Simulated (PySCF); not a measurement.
C$_{10}$H$_{9}$BS, SMILES `Bc1cc2sccc2cc1C=C`, neutral singlet in the gas phase. 

Cartesian coordinates (Å):
```xyz
21

B     -2.0904     1.6572     0.7548
C     -0.8265     0.8224     0.4844
C      0.4003     1.4772     0.7141
C      1.5954     0.9229     0.2585
S      3.2105     1.5873     0.4115
C      3.8811     0.2176    -0.4331
C      2.9449    -0.6984    -0.8160
C      1.6113    -0.3198    -0.4310
C      0.3957    -0.9998    -0.6237
C     -0.8080    -0.4686    -0.1558
C     -2.0170    -1.2931    -0.2978
C     -3.0639    -1.3186     0.5399
H     -2.0152     2.6027     1.5044
H     -3.1291     1.4519     0.1832
H      0.4010     2.4438     1.2227
H      4.9569     0.1710    -0.5996
H      3.1831    -1.6170    -1.3534
H      0.4006    -1.9717    -1.1241
H     -2.0158    -1.9844    -1.1490
H     -3.0957    -0.7090     1.4467
H     -3.9192    -1.9738     0.3557
```
Charge 0, spin multiplicity 1.

All levels are single points at this geometry (B3LYP-D3(BJ)/def2-SVP); Pople sets use spherical d functions. Orbital energies aren't observables, and empty levels follow the basis.

PBE-D3(BJ)/def2-TZVP in PySCF gives gap (eV) = 2.74.

Estimate the gap (eV) from each of these levels: TPSSh-D3(BJ)/def2-TZVP in PySCF; B3LYP/3-21G in PySCF; SVWN5/6-31G* in PySCF; HF/3-21G in PySCF; HF/STO-3G in PySCF.


| level | gap (eV) |
|---|---|
| TPSSh-D3(BJ)/def2-TZVP in PySCF | 3.52 |
| B3LYP/3-21G in PySCF | 4.17 |
| SVWN5/6-31G* in PySCF | 2.73 |
| HF/3-21G in PySCF | 9.65 |
| HF/STO-3G in PySCF | 10.86 |
